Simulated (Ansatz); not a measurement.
H4N2O2W, SMILES `[NH]=[W](=[NH])([OH])[OH]` at its PBE0-D4/def2-TZVP geometry, where that method's forces vanish. The species carries charge 0 and has multiplicity 1. W: def2 effective core potential.

```xyz
9

N    -1.2452   -0.1745   -1.1270
W     0.0997   -0.0575   -0.0136
N    -0.2221    1.0206    1.3266
O     1.6082    0.6305   -0.9476
O     0.4251   -1.8030    0.6708
H    -2.1691    0.0070   -1.4837
H    -0.7489    1.6757    1.8809
H     1.6215    0.6232   -1.9068
H     0.6308   -1.9219    1.6003
```

(1) What forces (eV/Å) does r2SCAN-D4/def2-TZVPP give on these atoms in Ansatz 0.2.0? (Best estimate.)

Results:

(1) Ansatz gave: 
```
N1  -0.278 -0.073 -0.282
W2   0.226 -0.130 -0.031
N3  -0.014  0.242  0.322
O4   0.143  0.069 -0.020
O5   0.014 -0.160 -0.001
H6  -0.051  0.021 -0.003
H7  -0.042  0.032  0.015
H8  -0.008 -0.006 -0.044
H9   0.011  0.005  0.044
```
